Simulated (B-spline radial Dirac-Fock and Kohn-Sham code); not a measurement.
Calculated with a radial finite-basis atomic code, using the Dirac equation of a negative muon with reduced mass in the field of a spherical finite nucleus, with the Uehling potential to all orders; nuclear polarisation, deformation, hyperfine structure, self-energy, higher-order vacuum polarisation, relativistic recoil and electron screening are left out. The nuclear charge is a Fermi distribution (skin thickness 2.3 fm).

Q: A muonic atom of atomic mass 187.98 u emits these computed lines: 2p3/2 → 1s1/2 6046 keV, 3d5/2 → 2p3/2 2508 keV, 4f7/2 → 3d5/2 938.3 keV, 5g9/2 → 4f7/2 431.4 keV. Which element is it, and what rms charge radius was used?

A: Lead (Z = 82, nuclide ¹⁸⁸Pb); the high transitions hardly feel the nucleus and fix Z. The 2p → 1s line lies 10110 keV below the value for a point nucleus without QED, which for this nuclear model gives a radius near 5.41 fm (5.4139 fm was used).
